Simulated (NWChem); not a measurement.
System: trans-dichloroethylene (C2H2Cl2); SMILES C(=C\Cl)/Cl

Here is an NWChem input.

```
start job
memory heap 200 mb stack 900 mb global 1100 mb
geometry units angstroms noautoz
  Cl     0.043724    -2.147511     0.000000
  C     -0.442876    -0.497842     0.000000
  C      0.442876     0.497842     0.000000
  Cl    -0.043724     2.147511     0.000000
  H     -1.522662    -0.333993     0.000000
  H      1.522662     0.333993     0.000000
end
basis spherical
  * library 6-31+g*
end
dft
  xc b3lyp
  iterations 150
  mulliken
end
task dft energy
```

Geometry: optimised at PBE0/def2-SVP. B3LYP is NWChem's, with the RPA form of VWN correlation.

Predict the main results of this run. (B3LYP/6-31+G* (spherical d).) Quantities: basis functions; energy (Ha); highest occupied level (eV); orbital gap (eV).


| Property | Result |
|---|---|
| number of basis functions | 84 |
| energy (Ha) | -997.78 |
| highest occupied level (eV) | -7.15 |
| orbital gap (eV) | 6.26 |
